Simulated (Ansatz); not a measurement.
Cost and result for the atomization energy of C3H4SSi (`C#CC1[SiH2]S1`) (9 atoms, 9 bonds).

```json
{"atom": "C1", "x (Å)": "1.912", "y (Å)": "1.355", "z (Å)": "-0.349"}
{"atom": "C2", "x (Å)": "0.823", "y (Å)": "0.944", "z (Å)": "-0.046"}
{"atom": "C3", "x (Å)": "-0.458", "y (Å)": "0.438", "z (Å)": "0.321"}
{"atom": "Si4", "x (Å)": "-0.897", "y (Å)": "-1.350", "z (Å)": "0.068"}
{"atom": "S5", "x (Å)": "-1.693", "y (Å)": "0.197", "z (Å)": "-1.076"}
{"atom": "H6", "x (Å)": "2.872", "y (Å)": "1.724", "z (Å)": "-0.620"}
{"atom": "H7", "x (Å)": "-0.918", "y (Å)": "0.944", "z (Å)": "1.166"}
{"atom": "H8", "x (Å)": "-1.761", "y (Å)": "-2.015", "z (Å)": "1.068"}
{"atom": "H9", "x (Å)": "0.120", "y (Å)": "-2.236", "z (Å)": "-0.531"}
```

The species carries charge 0 and has multiplicity 1. Geometry: relaxed with PBE0-D4/def2-TZVP. Program: Ansatz. All runs use 2 threads of an Intel Xeon on a shared host. Times are those of one run each, without the atoms' runs, and a repeat can differ threefold. Electronic energies, without spin–orbit coupling; frozen cores. CCSD(T)/CBS adds CCSD(T) − MP2 in def2-TZVPP to the MP2 limit, and its time is that of the two runs behind it. T1 = 0.013. B3LYP takes the VWN-RPA correlation (the form of Gaussian; ORCA's B3LYP/G).

CCSD(T)/CBS is a level of theory with its own doubt, some kJ/mol a heavy atom from the limit and from the frozen cores, so smaller differences don't rank the functionals.

```csv
level,functions,wall time
revPBE-D4/def2-TZVPP,233,2.7 s
CCSD(T)/def2-SVP,98,4.1 s
BHLYP-D4/def2-TZVPP,233,4.2 s
CAM-B3LYP-D4/def2-TZVPP,233,4.8 s
B3LYP-D4/def2-TZVPP (with forces),233,6.5 s
r2SCANh-D4/def2-TZVPP,233,6.5 s
B2PLYP/def2-TZVPP,233,7.5 s
PBE-QIDH/def2-TZVPP,233,7.5 s
ωB97X-V/def2-TZVPP,233,10 s
ωB97M-V/def2-TZVPP (with forces),233,14 s
MP2/def2-QZVPP,431,26 s
CCSD(T)/def2-TZVPP,233,95 s
CCSD(T)/CBS(def2),–,2 min
```

**Question.** What atomization energy does each give, and how far from CCSD(T)/CBS? (Estimate.)

**Answer.** The calculation gave: 
```tsv
level	atomization (kcal/mol)	difference from CCSD(T)/CBS	per bond
revPBE-D4/def2-TZVPP	848.0	5.9	0.7
CCSD(T)/def2-SVP	791.5	-50.6	-5.6
BHLYP-D4/def2-TZVPP	813.3	-28.8	-3.2
CAM-B3LYP-D4/def2-TZVPP	841.1	-1.0	-0.1
B3LYP-D4/def2-TZVPP (with forces)	841.2	-0.9	-0.1
r2SCANh-D4/def2-TZVPP	842.5	0.4	0.0
B2PLYP/def2-TZVPP	834.0	-8.1	-0.9
PBE-QIDH/def2-TZVPP	843.4	1.3	0.1
ωB97X-V/def2-TZVPP	845.4	3.3	0.4
ωB97M-V/def2-TZVPP (with forces)	847.1	5.0	0.6
MP2/def2-QZVPP	855.6	13.5	1.5
CCSD(T)/def2-TZVPP	817.1	-25.0	-2.8
CCSD(T)/CBS(def2)	842.1	0.0	0.0
```

From PBE to PBE0 (25 % exact exchange), in def2-TZVPP and without D4, the atomization energy moves by −17.5 kcal/mol: exact exchange takes away binding that semilocal exchange gives to molecules. Leaving LDA and LC-ωPBE aside and taking each functional with its dispersion term where it has one, the values, not all of them listed here, spread over 56.7 kcal/mol, from BHLYP-D4 to PBE-D4. LDA lies +110.8 kcal/mol from PBE without D4, its usual overbinding. In def2-TZVPP, CCSD(T) changes the Hartree–Fock value by +216.9 kcal/mol (the triples alone add +18.0 kcal/mol) and MP2 by +240.7 kcal/mol; breaking electron pairs costs correlation energy, which Hartree–Fock lacks.
